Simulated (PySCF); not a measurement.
C₄H₅FO, SMILES CC1=C(F)CO1.

The structure is a stationary point at r2SCAN-D4/def2-SVP.

Two levels are set side by side: PBE/def2-TZVP (PySCF) and r2SCAN/def2-TZVP (PySCF). Same geometry, gas phase. Differences are taken from unrounded values.

```csv
quantity,r2SCAN,PBE,PBE minus r2SCAN
orbital gap (eV),5.18,4.73,-0.45
highest occupied level (eV),-5.15,-4.94,0.21
lowest empty level (eV),0.03,-0.21,-0.24
dipole moment (D),0.30,0.28,-0.02
mean polarisability (bohr³),50.8,51.8,1.0
```

Rough cost on one machine, each run with all the roots and properties that it gave: r2SCAN against PBE about 4 times.
